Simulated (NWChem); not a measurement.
# ReO4 anion; SMILES [O]=[Re-](=[O])(=[O])=[O]

Program: NWChem. Sets without diffuse functions describe the anion's extra electron poorly. All runs use the structure optimised with B3LYP/def2-SVPD. Not confirmed as a minimum by frequencies. def2 effective core potentials on Re; no spin-orbit coupling. Level B3LYP/def2-SVP: single points from the atomic guess with DIIS by default; each run changes one setting, and all converged runs end within 0.3 mHa of each other.

```csv
setting,SCF iterations
defaults,10
DIIS on 3 Fock matrices,8
level shift of 0.5 Ha throughout,15
occupation smearing of 0.005 Ha,10
70 % damping for 30 cycles,33
core-Hamiltonian guess,14
```
